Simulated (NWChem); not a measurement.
# CdHOF (SMILES [OH][Cd][F]): the vertical ionisation energy from total energies

CdHOF has 4 atoms, charge 0, and is taken as a singlet. As SMILES, `[OH][Cd][F]`. The coordinates come from a PBE0-D4/def2-TZVP relaxation.

Both states at this one shape; open shells run unrestricted unless said. 1 Eh = 27.2114 eV.

| level | program | singlet CdHOF (Eh) | doublet CdHOF+ (Eh) |
| --- | --- | --- | --- |
| B3LYP/def2-TZVP (core potential) | NWChem | -343.587030 | -343.180206 |
| B3LYP/def2-SVP (core potential) | NWChem | -343.316150 | -342.920228 |

**Question.** Work out the vertical ionisation energy at each level.

**Answer.** 
1. B3LYP/def2-TZVP (core potential): -343.180206 − (-343.587030) = 0.406824 Eh = 11.07 eV.
2. B3LYP/def2-SVP (core potential): -342.920228 − (-343.316150) = 0.395922 Eh = 10.77 eV.

No measured value is set beside it here; the levels span 10.77 to 11.07 eV. Spin-orbit coupling, which splits open shells on such heavy atoms by tenths of an eV, is left out.
